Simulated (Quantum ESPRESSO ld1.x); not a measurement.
Species: Tc15+. Configuration: [Ar] 3d10 (the NIST ground configuration). Method: scalar-relativistic Kohn-Sham, LDA (Slater exchange, Perdew-Zunger correlation), spin-polarised, spherical densities, point nucleus; computed with ld1.x of Quantum ESPRESSO 7.5. Some entries of the table are withheld. Estimate them.

orbital  occ.  eigenvalue (Ry)  r(max) (bohr)  <r> (bohr)
1s          2         -1557.70          0.022     0.03431
2s          2         -243.838          0.126      0.1496
2p          6              (1)            (2)      0.1303
3s          2         -62.2122          0.370      0.4114
3p          6         -54.7184          0.364      0.4104
3d         10         -42.6152          0.306      0.3880

Answer. 
(1) 2p eigenvalue (Ry): -221.127
(2) 2p r(max) (bohr): 0.101
